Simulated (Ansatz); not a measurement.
Li3Cl2 was relaxed with PBE0-D4 (def2-TZVP) in Ansatz in these states: neutral doublet, neutral quartet. The geometries follow in no particular order.

A:

```xyz
5

Li    1.542   -1.374   -0.132
Li    0.625    1.121   -1.623
Li   -1.083    0.127    0.878
Cl   -1.163    1.754   -0.572
Cl    0.079   -1.627    1.449
```

B:

```xyz
5

Li   -1.9615    1.2530   -1.0768
Li    1.0319    0.9636   -0.7062
Li   -0.9997   -0.9808    0.7290
Cl    1.0085   -1.4139   -0.4956
Cl    0.9208    0.1782    1.5496
```

Q: Judge from the bond lengths which geometry belongs to which state (an estimate).

A: A is the neutral doublet (Li1–Cl5 2.169 Å, Li2–Cl4 2.169 Å, Li3–Cl4 2.180 Å); B is the neutral quartet (Li1–Cl5 4.045 Å, Li2–Cl4 2.387 Å, Li3–Cl4 2.392 Å).

At PBE0-D4/def2-TZVP a doublet lies 5.09 eV below the neutral quartet. In the quartet, Cl4 and Cl5 lie 2.59 Å apart (atoms count from 1), so these atoms are partly bonded to each other. These are the stationary points nearest to one start from a short search; other shapes may lie lower in each state.
